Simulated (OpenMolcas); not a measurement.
**What dynamic correlation does to the levels of C**

* Program: OpenMolcas
* Basis: ANO-RCC-VTZP [4s3p2d1f]
* Scalar Hamiltonian: DKH2, point nucleus
* Active space: 2 electrons in 3 orbitals (2p)
* State averaging: 2S+1 = 3 even, 3 roots; 2S+1 = 1 even, 6 roots
* Spin-orbit coupling: state interaction with AMFI integrals over the reference wave functions, term energies averaged over their components

Methods on the same reference wave functions:
A. CASSCF
B. SS-CASPT2, IPEA 0.25 Eh, imaginary shift 0.1 Eh (closed shells correlated: 1s 2s)
C. XMS-CASPT2, IPEA 0.25 Eh, imaginary shift 0.1 Eh (closed shells correlated: 1s 2s)

Energies in cm-1 above 2s2 2p2 3P0, the measured ground level; measured values from NIST Handbook of Basic Atomic Spectroscopic Data.

```tsv
Level	A	B	C	Measured
2s2 2p2 3P0	0.0	0.0	0.0	0.0
2s2 2p2 3P1	15.8	15.8	15.8	16.4
2s2 2p2 3P2	47.2	47.2	47.2	43.4
2s2 2p2 1D2	12660	10270	10140	10193
2s2 2p2 1S0	31107	23400	23590	21648
```

Deviations, from unrounded energies. A percentage is the sum of absolute deviations over the sum of measured energies, with the sign that they share, or ± where signs differ.

| Against measurement | Levels | A | B | C |
| --- | --- | --- | --- | --- |
| mean absolute deviation (cm-1) | 4 | 3000 | 460 | 500 |
| fine structure of the ground term (%) | 2 | ±7.4 | ±7.4 | ±7.4 |
| other terms of the ground configuration (%) | 2 | +37.5 | +5.7 | ±6.3 |

B lies closest to measurement on these levels and A furthest from it. The largest miss of B in the table is 2s2 2p2 1S0, by +1700 cm-1. The ranking rests on the paired levels alone, and a cruder setting can come out closer through cancelling errors.

Between B and C the level of the table that moves most is 2s2 2p2 1S0, by 190 cm-1 (lowest in B, highest in C). Moves below CASPT2's spread within the term are not significant.

The mean deviations of B to C differ by less than CASPT2's widest spread within a term (450 cm-1), so their order carries little weight.

From A to B the spin-free energies of the other terms of 2s2 2p2 shown, above 3P, scale by factors of 0.75 to 0.81.

The lowest spin-free term lies below A's lowest term by 0.081 hartree in B, 0.086 hartree in C.

CASPT2 does not keep the components of a term degenerate, so their means are used; among the terms shown or strongly mixed into the levels shown the widest spread is 450 cm-1 (2s2 2p2 1D, C). With the s shell closed, the reference lacks s² → p² mixing. Without dynamic correlation excited terms often stand tens of per cent too high (terms of higher spin than the ground term too low), and those without a measured partner can miss by more than the paired ones (holds for A). Computed and measured levels are paired by configuration, term and J; levels that our copy of the source lacks, or whose pairing is in doubt (as where it misses far off the trend of its configuration), stay unpaired and out of the deviations. Only configurations of the active space appear.
